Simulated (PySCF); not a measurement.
Cl2H5NSi2. Atoms are numbered in the order given.

```xyz
10

Si    -0.8072     1.3252     0.0551
Cl     0.3775     3.0267     0.1074
N      0.0000     0.0000    -0.7096
Si     0.8072    -1.3252     0.0551
Cl    -0.3775    -3.0267     0.1074
H     -2.0298     1.6860    -0.7081
H     -1.0961     0.9344     1.4580
H      0.0000     0.0000    -1.7271
H      2.0298    -1.6860    -0.7081
H      1.0961    -0.9344     1.4580
```

Coordinates come from a PBE0-D3(BJ)/def2-SVP optimisation. Other conformers were not sampled.

Calculation: TDA-PBE/def2-SVPD (PySCF).

Vertical excitations. The molecule is in vacuum. State labels are in the subgroup C2.

```json
[
 {"state": "S1", "symmetry": "B", "energy (eV)": "6.24", "λ (nm)": "199", "f": "0.024", "main pairs": "HOMO→LUMO 89 %"},
 {"state": "S2", "symmetry": "B", "energy (eV)": "6.56", "λ (nm)": "189", "f": "0.127", "main pairs": "HOMO→LUMO+1 87 %"},
 {"state": "S3", "symmetry": "B", "energy (eV)": "6.62", "λ (nm)": "187", "f": "0.000", "main pairs": "HOMO−1→LUMO 100 %"},
 {"state": "S4", "symmetry": "A", "energy (eV)": "6.68", "λ (nm)": "185", "f": "0.001", "main pairs": "HOMO−2→LUMO 100 %"},
 {"state": "S5", "symmetry": "A", "energy (eV)": "6.91", "λ (nm)": "179", "f": "0.003", "main pairs": "HOMO→LUMO+2 83 %"},
 {"state": "S6", "symmetry": "B", "energy (eV)": "6.98", "λ (nm)": "178", "f": "0.004", "main pairs": "HOMO−1→LUMO+1 88 %"},
 {"state": "S7", "symmetry": "A", "energy (eV)": "7.03", "λ (nm)": "176", "f": "0.001", "main pairs": "HOMO−2→LUMO+1 80 %, HOMO−1→LUMO+2 13 %"},
 {"state": "S8", "symmetry": "B", "energy (eV)": "7.05", "λ (nm)": "176", "f": "0.045", "main pairs": "HOMO−3→LUMO 89 %"},
 {"state": "S9", "symmetry": "A", "energy (eV)": "7.18", "λ (nm)": "173", "f": "0.028", "main pairs": "HOMO−4→LUMO 43 %, HOMO−1→LUMO+2 38 %, HOMO−2→LUMO+1 13 %"},
 {"state": "S10", "symmetry": "B", "energy (eV)": "7.19", "λ (nm)": "173", "f": "0.070", "main pairs": "HOMO→LUMO+3 84 %"},
 {"state": "T1", "symmetry": "B", "energy (eV)": "5.91", "λ (nm)": "210", "f": "0", "main pairs": "HOMO→LUMO 99 %"},
 {"state": "T2", "symmetry": "B", "energy (eV)": "6.25", "λ (nm)": "198", "f": "0", "main pairs": "HOMO→LUMO+1 99 %"},
 {"state": "T3", "symmetry": "A", "energy (eV)": "6.38", "λ (nm)": "194", "f": "0", "main pairs": "HOMO→LUMO+2 99 %"},
 {"state": "T4", "symmetry": "B", "energy (eV)": "6.51", "λ (nm)": "191", "f": "0", "main pairs": "HOMO−1→LUMO 99 %"}
]
```
Triplets are in the Tamm–Dancoff approximation.
